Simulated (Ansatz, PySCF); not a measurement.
The pair A = C2H4 (SMILES C=C) (first 6 atoms), B = N2 (SMILES N#N); geometry from B3LYP-D3(BJ)/def2-TZVP.
(charge 0, multiplicity 1):
```xyz
8

C     -0.2509     0.3526    -0.2472
C      0.4517    -0.7277     0.0581
H     -0.4537     0.6277    -1.2752
H     -0.6528     1.0082     0.5159
H      0.6567    -1.0055     1.0849
H      0.8525    -1.3809    -0.7077
N     -0.5876     1.0098     3.3599
N     -0.0141     0.1167     3.6114
```

MP2 and its Hartree–Fock in aug-cc-pVQZ are density fitted. Rows in 6-31G* carry no dispersion term and start afresh at each structure (6-31G* with six Cartesian d functions). MP2/6-31G* freezes PySCF's default core.

Programs: Ansatz (an electronic-structure program) with Gaussian orbitals; PySCF for 6-31G* rows. 

Total energies (hartree), monomers frozen at their geometry in the pair:

```tsv
structure	HF/aug-cc-pVQZ	B3LYP/6-31G*	MP2/6-31G*
AB	-187.0612877	-188.1112222	-187.5375850
A in the pair's basis	-78.0695741	-78.5874601	-78.2850493
B in the pair's basis	-108.9927566	-109.5242925	-109.2522541
A	-78.0695704	-78.5873576	-78.2848518
B	-108.9927243	-109.5234937	-109.2513034
```

Q: Work out the interaction energy without and with the counterpoise correction, and the superposition error, for each level.

A: 
E(AB) − E(A) − E(B), times 627.509 kcal/mol, with the monomers in their own basis and then in the pair's basis:
- HF/aug-cc-pVQZ: 0.63 uncorrected, 0.65 corrected; the monomers gain 0.02 kcal/mol from borrowed functions
- B3LYP/6-31G*: -0.23 uncorrected, 0.33 corrected; the monomers gain 0.57 kcal/mol from borrowed functions
- MP2/6-31G*: -0.90 uncorrected, -0.18 corrected; the monomers gain 0.72 kcal/mol from borrowed functions
